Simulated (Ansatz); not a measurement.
CH₄AsO (`CO[AsH]`) radical from Hartree–Fock to CCSD(T)

Z-matrix (Å, degrees):
```
C
O 1 1.410
H 1 1.095 2 111.5
H 1 1.095 2 111.5 3 121.7
H 1 1.092 2 107.5 3 -119.1
As 2 1.778 1 120.9 3 -60.9
H 6 1.540 2 96.4 1 -0.1
```

Total charge 0; spin multiplicity 2. Correlated methods include outer-core shells of As, which these sets cover unevenly. Scalar relativity is left out up to krypton. The structure was optimised at the PBE0-D4/def2-TZVP level. Frozen core, unrestricted reference, Ansatz 0.2.0.

```
     basis      HF (Eh)  MP2 corr.
  def2-SVP  -2348.86135   -0.54440
def2-TZVPP  -2349.28406   -0.65945
def2-QZVPP  -2349.33565   -0.97123
```

Question: Estimate the CCSD correlation energy and the (T) correction in each basis where they were run (hartree).

Answer: 
```csv
basis,CCSD corr.,(T)
def2-SVP,-0.57166,-0.01531
def2-TZVPP,-0.68194,-0.02572
def2-QZVPP,-0.96883,-0.03176
```
